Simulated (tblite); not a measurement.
C₂H₁₀OSSi₂.
Geometry (GFN2-xTB, Å), atoms numbered from 1 in this order:
```
atom  x, y, z in Å
C1     2.409   -0.039    1.283
Si2    2.025   -0.234   -0.562
C3     0.239    0.365   -0.870
S4    -0.936   -0.670    0.070
Si5   -2.776    0.207   -0.592
O6    -3.989   -0.584    0.128
H7     3.415   -0.373    1.516
H8     2.324    0.998    1.599
H9     1.715   -0.624    1.881
H10    2.122   -1.632   -0.987
H11    2.898    0.615   -1.385
H12    0.092    1.395   -0.551
H13   -0.030    0.292   -1.921
H14   -2.817    1.599   -0.168
H15   -2.869    0.037   -2.036
H16   -3.828   -1.341    0.685
```

Calculated harmonic vibrations of the isolated species, GFN2-xTB (tblite), most abundant isotopes, no scaling. Errors from tens to a few hundred cm⁻¹ against measured bands are possible. Modes of hydrogen on silicon can be 10 to 20 % off. One conformer, not necessarily the lowest. The optimisation stopped once no atom felt more than 0.01 eV/Å.

Lowest wavenumbers of the output (negative numbers stand for imaginary wavenumbers):
```
mode    cm-1
  1     -71.9
  2      23.0
  3      45.8
  4      72.9
  5      93.3
  6     124.7
  7     147.5
  8     211.2
  9     224.7
 10     449.9
 11     514.3
 12     523.1
 13     561.4
 14     589.3
 15     640.8
```

Q: Is this structure a minimum?

A: No. 1 mode is imaginary beyond 20i (72i cm⁻¹), so at this level the point lies at or near a first-order saddle.

Q: Which atoms move in the imaginary mode?

A: 72i: H16 (hydroxyl hydrogen) 85 %. These are shares of the mass-weighted motion.

Q: What is the remedy?

A: Step along that mode in both directions, optimise again with tighter thresholds and repeat the frequencies. The zero-point energy of this point (69.7 kcal/mol) counts the 41 real modes alone, and thermal corrections from it aren't those of a minimum.

The run took 0.62 s wall on one thread of an Arm Neoverse V1, no GPU, shared host. This covers the Hessian and the dipole derivatives.
